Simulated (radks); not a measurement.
Values are calculated unless marked as measured or tabulated.
Problem. Valence configurations of Re III (all share [Xe]). Level of theory: scalar-relativistic Kohn-Sham, LDA (Slater exchange, Perdew-Wang correlation), spin-polarised, spherical densities, finite nucleus; open shells are filled with parallel spins first (spin-orbit coupling, left out, can overturn this in heavy ions); Fermi nuclear charge, rms radius 5.3698 fm (a radial shooting solver on a logarithmic mesh with Libxc functionals). Order these by energy: 4f14 5d4 6p1; 4f14 5d3 6p2; 4f13 5d4 6s1 6p1; 4f13.5 5d3.5 6s1 6p1; 4f12 5d5 6p2; 4f14 5d5; 4f13.5 5d4 6s1 6p0.5; 4f13 5d5 6s1; 4f14 5d4 6s1; 4f13 5d5 6p1.

Solution. From the lowest, in eV above it: 4f14 5d5 0.000; 4f14 5d4 6s1 2.029; 4f14 5d4 6p1 9.484; 4f14 5d3 6p2 20.671; 4f13.5 5d4 6s1 6p0.5 27.055; 4f13.5 5d3.5 6s1 6p1 33.040; 4f13 5d5 6s1 42.896; 4f13 5d5 6p1 50.603; 4f13 5d4 6s1 6p1 55.202; 4f12 5d5 6p2 113.79. NIST lists [Xe] 4f14 5d5 as the ground configuration; this level of theory agrees among the configurations tried. The energies are those of spherical high-spin densities, not of single terms.
